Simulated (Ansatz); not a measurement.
`C#CBCC` and `CCBN[SiH3]` differ in one atom or group.

Ansatz, PBE0-D4/def2-TZVP geometries, multiplicity 1. Each molecule was computed in one conformer, which needn't be the lowest.

```json
{"property": "HOMO energy (PBE0/def2-TZVPP) / eV", "`C#CBCC`": "-7.82"}
{"property": "LUMO energy (PBE0/def2-TZVPP) / eV", "`C#CBCC`": "-1.85"}
{"property": "HOMO–LUMO gap (ωB97M-V/def2-TZVPP) / eV", "`C#CBCC`": "10.22"}
{"property": "size of the dipole moment (ωB97M-V/def2-TZVPP) / D", "`C#CBCC`": "0.71"}
{"property": "HOMO–LUMO gap (B3LYP/def2-TZVPP) / eV", "`C#CBCC`": "5.56"}
{"property": "HOMO–LUMO gap (PBE0/def2-TZVPP) / eV", "`C#CBCC`": "5.97"}
```

**Question.** Give the same properties after the change, and the shifts. (An estimate is asked.)

**Answer.** Computed: 
```tsv
property	`CCBN[SiH3]`	shift
HOMO energy (PBE0/def2-TZVPP) / eV	-8.24	-0.42
LUMO energy (PBE0/def2-TZVPP) / eV	0.25	2.10
HOMO–LUMO gap (ωB97M-V/def2-TZVPP) / eV	12.43	2.21
size of the dipole moment (ωB97M-V/def2-TZVPP) / D	1.19	0.48
HOMO–LUMO gap (B3LYP/def2-TZVPP) / eV	8.05	2.49
HOMO–LUMO gap (PBE0/def2-TZVPP) / eV	8.49	2.52
```

With PBE0 the HOMO falls by 0.42 eV and the LUMO rises by 2.10 eV, so the gap widens by about 2.52 eV. PBE moves the HOMO by -0.32 eV and ωB97M-V by -0.46 eV. Dipoles are sizes alone; their direction can turn.

Positive LUMOs are unbound, so they and the gaps depend on the basis.

B3LYP here is the variant with VWN-RPA as its local correlation; programs differ in this.
